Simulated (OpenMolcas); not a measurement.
Nb2+.

```
Program             : OpenMolcas
Method              : CASSCF
Basis               : ANO-R1 [6s4p3d1f]
Scalar Hamiltonian  : X2C, finite nucleus
Active space        : 3 electrons in 5 orbitals (4d)
State averaging     : 2S+1 = 4 even, 10 roots; 2S+1 = 2 even, 40 roots
Spin-orbit coupling : RASSI with atomic mean-field integrals over the reference wave functions, term energies averaged over their components
```

Levels without dynamic correlation, in cm⁻¹ above 4d³ ⁴F_3/2:

```csv
Level,E
4d³ ²G_7/2,11918
4d³ ⁴P_1/2,11164
4d³ ²H_9/2,15734
4d³ ²D_5/2(1),17526
4d³ ²F_7/2,26091
```

On this reference, MS-CASPT2, IPEA 0.25 Eh, imaginary shift 0.1 Eh (closed shells correlated: 4s 4p) puts 4d³ ²G_7/2 at 10130 cm⁻¹.

**Question.** Estimate the other levels at that method by one scale factor, and say how well it serves.

**Answer.** The factor is 10130 / 11918 = 0.850. Scaled values beside those that MS-CASPT2 gives and measured ones (the list in Shadmi, J. Res. Natl. Bur. Stand. 70A, 435 (1966)):
```tsv
Level	Scaled	MS-CASPT2	Miss (%)	Measured
4d³ ⁴P_1/2	9489	9380	+1.2	8664
4d³ ²H_9/2	13374	14470	-7.6	12916
4d³ ²D_5/2(1)	14897	14170	+5.1	13094
4d³ ²F_7/2	22177	22160	+0.1	19861
```
For these levels the scaled values miss MS-CASPT2 by up to 7.6 %, as correlation changes each term by its own factor, spin-orbit parts do not scale and CASPT2 has its own spread within terms. This holds within one configuration; levels of others move differently, and the target method has errors of its own against measurement.

CASPT2 does not keep the components of a term degenerate, so their means are used; among the terms shown or strongly mixed into the levels shown the widest spread is 540 cm-1 (4d³ ⁴F, MS-CASPT2). Levels of configurations with an s electron are missing; early in the row they begin among the upper levels of the d shell and mix with terms of their name. Without dynamic correlation excited terms often stand tens of per cent too high (terms of higher spin than the ground term too low), and those without a measured partner can miss by more than the paired ones (holds for CASSCF). Measured partners are found by configuration, term and J. A level has none where our copy of the source lacks it or the pairing is in doubt (some pairs that miss far off the trend of their configuration count as doubtful), and it then counts in no deviation. Only configurations of the active space appear.

A number in round brackets counts repeated terms of one configuration in the order of the reference energies.
